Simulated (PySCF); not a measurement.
Nuclear quadrupole coupling in `C=C[Si@H](S)C(C)(F)F`

Compound: C4H8F2SSi.
Structure used (GFN2-xTB), in Å, numbered top down from 1:
```
atom  x, y, z in Å
C1     2.967    0.200    0.369
C2     1.850   -0.481    0.586
Si3    0.362   -0.467   -0.560
S4     0.476    1.085   -2.044
C5    -1.202   -0.090    0.537
C6    -2.546   -0.173   -0.155
F7    -1.058    1.162    1.097
F8    -1.195   -0.939    1.617
H9     3.799    0.175    1.054
H10    3.095    0.813   -0.509
H11    1.767   -1.081    1.484
H12    0.100   -1.699   -1.291
H13    0.181    2.087   -1.228
H14   -3.341    0.093    0.539
H15   -2.562    0.512   -0.999
H16   -2.702   -1.188   -0.509
```

Field gradients from the PBE0/pcSseg-1 density (PySCF, non-relativistic), principal values in atomic units, ordered |Vxx| ≤ |Vyy| ≤ |Vzz|:

```json
{"atom": "S4", "Vxx": "0.2263", "Vyy": "1.7988", "Vzz": "-2.0250"}
```

Question: Find the asymmetry η = (Vxx − Vyy)/Vzz and the couplings χ = eQV/h (234.96 MHz × Q in barn × V in au), with Q(33S) = −0.0678 b.

Answer: 
| atom | environment | nucleus | η | χzz (MHz) | χxx (MHz) | χyy (MHz) |
| --- | --- | --- | --- | --- | --- | --- |
| S4 | sulfur bonded to Si and H | 33S | 0.78 | 32.26 | -3.60 | -28.66 |

The tensor is traceless: Vxx + Vyy + Vzz = 0.

Question: What is Vzz at S4 in SI units (1 au = 9.71736 × 10²¹ V/m²)?

Answer: -2.0250 au = -19.678 × 10²¹ V/m².

Question: And the gradient at the other heavy atoms, for which no coupling is worked out here?

Answer: 
| atom | environment | Vzz (au) | η |
| --- | --- | --- | --- |
| C1 | terminal =CH2 carbon | 0.416 | 0.26 |
| C2 | alkene CH carbon | 0.324 | 0.37 |
| Si3 | SiH silicon | 0.514 | 0.63 |
| C5 | CF2 carbon | -0.605 | 0.69 |
| C6 | methyl carbon | 0.090 | 0.20 |
| F7 | fluorine of a CF2 group | 2.880 | 0.11 |
| F8 | fluorine of a CF2 group | 2.876 | 0.10 |

Question: What couplings would deuterons (Q(2H) = 0.00286 b) have in place of the hydrogens, at this geometry?

Answer: 
```
atom  bonded to  bond length (Å)  Vzz (au)     η  χzz (kHz)
  H9         C1            1.079    0.3321  0.03        223
 H10         C1            1.079    0.3258  0.04        219
 H11         C2            1.083    0.3256  0.04        219
 H12        Si3            1.457    0.1653  0.02        111
 H13         S4            1.326    0.2548  0.11        171
 H14         C6            1.089    0.3103  0.02        209
 H15         C6            1.087    0.3104  0.04        209
 H16         C6            1.086    0.3137  0.04        211
```

One conformer (not necessarily the lowest) at the GFN2-xTB geometry, without solvent, vibrations or thermal averaging. GFN2-xTB bond lengths can be off by several hundredths of an ångström, more for odd bonds, and the gradients follow them. The basis is small and wasn't made for field gradients, so the couplings can be 20 % off.
